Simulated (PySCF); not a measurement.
**From computed data to an observable: entropy of an ideal gas**

Mg(F)(SH) (FHMgS), SMILES [F][Mg][SH].

Geometry: B3LYP-D3(BJ)/def2-TZVP. One conformer was computed; it need not be the lowest.

B3LYP-D3(BJ)/def2-TZVP (PySCF) gives the harmonic wavenumbers 121, 132, 368, 549, 766, 2656 cm⁻¹ and the rotational temperatures 13.7580, 0.1166, 0.1156 K. The molar mass is 76.37 g/mol, the symmetry number 1, the spin multiplicity 1.

Question: Work out the entropy at 298.15 K and 1 atm in the rigid-rotor, harmonic-oscillator model.

Answer: 
Translation (Sackur–Tetrode at 1 atm): S = R[1.5 ln M + 2.5 ln T − 1.16487] = 162.8 J/(mol K).
Rotation: q = (√π/σ) T^1.5/√(θA θB θC) = 21200, S = R[ln q + 3/2] = 95.3 J/(mol K).
Vibration: with u = 1.4388 ν/T, each mode gives R[u/(e^u − 1) − ln(1 − e^−u)]:
| ν (cm⁻¹) | modes | u | S (J/(mol K)) |
|---|---|---|---|
| 121 | 1 | 0.58 | 12.90 |
| 132 | 1 | 0.64 | 12.20 |
| 368 | 1 | 1.78 | 4.55 |
| 549 | 1 | 2.65 | 2.29 |
| 766 | 1 | 3.70 | 0.99 |
The stiffer modes add less than 0.005 each. Sum 32.9 J/(mol K).
Spin: R ln 1 = 0.0 J/(mol K).
Total 291.0 J/(mol K); the program's own thermochemistry gives 291.0. Translation makes up 56 % and vibration 11 %. Anharmonicity, hindered rotation and orbital degeneracy are left out.
